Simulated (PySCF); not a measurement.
Structure with atom numbers: `[O:1]=[C:2]([Cl:3])[c:4]1[cH:5][cH:6][cH:7][c:8]([F:9])[cH:10]1`. Each H is labelled by its parent atom.

Geometry: PBE0-D3(BJ)/def2-TZVP; GIAO absolute shieldings from PySCF 2.14, gas phase, non-relativistic, averaged over equivalent atoms.

At wB97X-D/pcSseg-2 (423 basis functions, 4.9 min wall time (8.5 min CPU) on 2 threads of an Intel Xeon, shared host):
| atoms | σ (ppm) |
| --- | --- |
| O1 | -235.5 |
| C2 | 2.6 |
| C8 | 9.0 |
| C4 | 39.7 |
| C6 | 45.0 |
| C5 | 48.8 |
| C7 | 52.9 |
| C10 | 54.2 |
| Cl3 | 529.9 |
| F9 | 295.5 |
| H(C10) | 23.17 |
| H(C5) | 23.27 |
| H(C6) | 23.86 |
| H(C7) | 23.97 |

**Question.** What do these become at KT3/pcSseg-2?

**Answer.** 
```csv
atoms,σ at KT3/pcSseg-2,change
O1,-184.3,+51.2
C2,12.0,+9.4
C8,17.5,+8.5
C4,49.5,+9.8
C6,55.5,+10.5
C5,59.7,+10.9
C7,63.1,+10.2
C10,64.4,+10.2
Cl3,545.0,+15.1
F9,272.5,-23.0
H(C10),23.48,+0.31
H(C5),23.64,+0.37
H(C6),24.18,+0.32
H(C7),24.31,+0.34
```

The largest change is at O1 (carbonyl oxygen). Cost: 423 basis functions, 3.9 min wall time (7.1 min CPU) on 2 threads of an Intel Xeon, shared host. The order of the carbon signals is the same at both levels.

Carbons that carry Cl, above all several Cl atoms, come out too deshielded, partly because spin–orbit coupling is missing.
